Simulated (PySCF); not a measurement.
**Calculated NMR parameters of C=CC(=O)C(C)(C)C=C**

| Property | Result |
| --- | --- |
| Formula | C8H12O |
| SMILES | C=CC(=O)C(C)(C)C=C |
| Point group of the computed structure | C1 |
| Degrees of unsaturation | 3 |
| Carbon signals | 7 |
| Proton signals | 7 |

Molfile (atoms numbered from 1):
```
C8H12O
     RDKit          3D

 21 20  0  0  0  0  0  0  0  0999 V2000
    2.7200    0.7584   -1.4675 C   0  0  0  0  0  0  0  0  0  0  0  0
    1.4694    0.5348   -1.0840 C   0  0  0  0  0  0  0  0  0  0  0  0
    1.1488    0.1810    0.3167 C   0  0  0  0  0  0  0  0  0  0  0  0
    1.9788    0.1752    1.1950 O   0  0  0  0  0  0  0  0  0  0  0  0
   -0.3160   -0.2056    0.5640 C   0  0  0  0  0  0  0  0  0  0  0  0
   -0.5321   -1.5672   -0.1064 C   0  0  0  0  0  0  0  0  0  0  0  0
   -0.5627   -0.3247    2.0717 C   0  0  0  0  0  0  0  0  0  0  0  0
   -1.2024    0.8831    0.0201 C   0  0  0  0  0  0  0  0  0  0  0  0
   -2.1335    0.7634   -0.9085 C   0  0  0  0  0  0  0  0  0  0  0  0
    3.5257    0.6786   -0.7552 H   0  0  0  0  0  0  0  0  0  0  0  0
    2.9789    1.0209   -2.4792 H   0  0  0  0  0  0  0  0  0  0  0  0
    0.6392    0.6108   -1.7705 H   0  0  0  0  0  0  0  0  0  0  0  0
   -0.3503   -1.5154   -1.1772 H   0  0  0  0  0  0  0  0  0  0  0  0
   -1.5505   -1.9083    0.0638 H   0  0  0  0  0  0  0  0  0  0  0  0
    0.1513   -2.2977    0.3221 H   0  0  0  0  0  0  0  0  0  0  0  0
    0.1080   -1.0641    2.5016 H   0  0  0  0  0  0  0  0  0  0  0  0
   -1.5911   -0.6224    2.2617 H   0  0  0  0  0  0  0  0  0  0  0  0
   -0.3747    0.6271    2.5628 H   0  0  0  0  0  0  0  0  0  0  0  0
   -1.0355    1.8474    0.4849 H   0  0  0  0  0  0  0  0  0  0  0  0
   -2.3504   -0.1663   -1.4057 H   0  0  0  0  0  0  0  0  0  0  0  0
   -2.7299    1.6079   -1.2108 H   0  0  0  0  0  0  0  0  0  0  0  0
  1  2  2  0
  2  3  1  0
  3  4  2  0
  3  5  1  0
  5  6  1  0
  5  7  1  0
  5  8  1  0
  8  9  2  0
  1 10  1  0
  1 11  1  0
  2 12  1  0
  6 13  1  0
  6 14  1  0
  6 15  1  0
  7 16  1  0
  7 17  1  0
  7 18  1  0
  8 19  1  0
  9 20  1  0
  9 21  1  0
M  END
```

All values are calculated (PySCF 2.14): PBE0/pcSseg-1 with gauge-including orbitals, GFN2-xTB geometry. Relativity neglected, averaged over atoms made equivalent by symmetry, fast rotation or ring inversion, a single conformation, in vacuum.

References, each an isolated molecule treated in the same way: TMS for 1H and 13C; H2O for 17O.

| carbon | δC, type | δH (multiplicity) | HMBC from (2–3 bonds) | span of the C tensor (ppm) |
| --- | --- | --- | --- | --- |
| C1 | 138.4, CH2 | H10 6.95 (m); H11 6.00 (m) | H12 | 249 |
| C2 | 138.1, CH | 7.17 (m) | H10, H11 | 229 |
| C3 | 205.3, C | – | H12, H10, H19, H11, H13/H14/H15/H16/H17/H18 | 208 |
| C5 | 53.9, C | – | H12, H19, H20, H21, H13/H14/H15/H16/H17/H18 | 47 |
| C6/C7 | 24.1, CH3 | 1.21 (s) | H19, H13/H14/H15/H16/H17/H18 | 31 |
| C8 | 153.5, CH | 6.17 (m) | H20, H21, H13/H14/H15/H16/H17/H18 | 243 |
| C9 | 121.0, CH2 | H20 5.61 (m); H21 5.60 (m) | H19 | 220 |

Other nuclei:
| atoms | nucleus | environment | δ (ppm) | σ (ppm) |
| --- | --- | --- | --- | --- |
| O4 | 17O | ketone oxygen | 605.3 | -269.2 |

Carbon types of the structure: 2 × C, 2 × CH, 2 × CH2, 2 × CH3, which accounts for all hydrogens. δC 205.3: ketone carbonyl carbon; low-lying n→π* states of the double bond to the heteroatom give a large paramagnetic term (-270 ppm). δC 153.5: alkene CH; as expected for a trigonal carbon in a double bond. δC 138.4: β carbon of a C=C–C=O unit; conjugation with the carbonyl draws π density from the β position. δC 138.1: α carbon of a C=C–C=O unit; as expected for a trigonal carbon in a double bond. δC 121.0: terminal =CH2 carbon; as expected for a trigonal carbon in a double bond.

Shifts are as computed. Against solution values, carbons near 30 ppm lie about +3 ppm off and those near 130 ppm about +5 ppm. Of 1211 compounds with measured shifts, 218 miss one by over three times the rms of a fit or turn the order of signals round; such compounds aren't used in these exercises. Unscaled 17O shifts of doubly bonded oxygen tend to come out too high, by tens of ppm or more. Experimental scales use liquid or dissolved standards, which lie at an offset from isolated H2O (liquid H2O: subtract about 36 ppm). No couplings were computed; multiplicities are counted from neighbouring protons, with m where these are inequivalent, close in shift, in a saturated or five-membered ring or joined by F or P, and br s for small geminal =CH2 splittings.
